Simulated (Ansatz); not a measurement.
CH3BOS can be A, `B1OCS1`, or B, `OB1CS1`.

Gas-phase electronic energies from Ansatz, PBE0-D4/def2-TZVP geometries. CCSD(T)/CBS is the MP2 limit (def2-TZVPP, def2-QZVPP) plus CCSD(T) − MP2 in def2-TZVPP, frozen cores. DFT in def2-TZVPP. Each species was taken in one conformer, which may not be the lowest.

Problem. Which is lower in electronic energy at CCSD(T)/CBS, and by how much? (Best estimate.)

Solution. The calculation gave: B, by 7.6 kcal/mol.

Problem. Give E(B) − E(A) in kcal/mol with r2SCAN-D4, CCSD/def2-TZVPP, PBE0-D4, BLYP-D4, PBE-D4, LDA (SPW92), HF/def2-TZVPP. (Best estimate.)

Solution. Ansatz gave: r2SCAN-D4 -9.5, CCSD/def2-TZVPP -7.4, PBE0-D4 -8.6, BLYP-D4 -8.7, PBE-D4 -8.8, LDA (SPW92) -8.2, HF/def2-TZVPP -6.3. None reverses the order clearly.

Problem. Does the order hold for the free energy at 298.15 K (harmonic terms from PBE0-D4)? (Estimate.)

Solution. The calculation gave: Yes: G(B) − G(A) = -7.9 kcal/mol, for one conformer each.

Largest T1 diagnostic: 0.015.

In def2-TZVPP, CCSD(T) changes the Hartree–Fock value by −1.0 kcal/mol (the triples alone add +0.1 kcal/mol) and MP2 by −2.6 kcal/mol. Leaving LDA and LC-ωPBE aside and taking each functional with its dispersion term where it has one, the values, not all of them listed here, spread over 4.5 kcal/mol, from B97M-V to ωB97X-V. LDA lies +0.8 kcal/mol from PBE without D4.
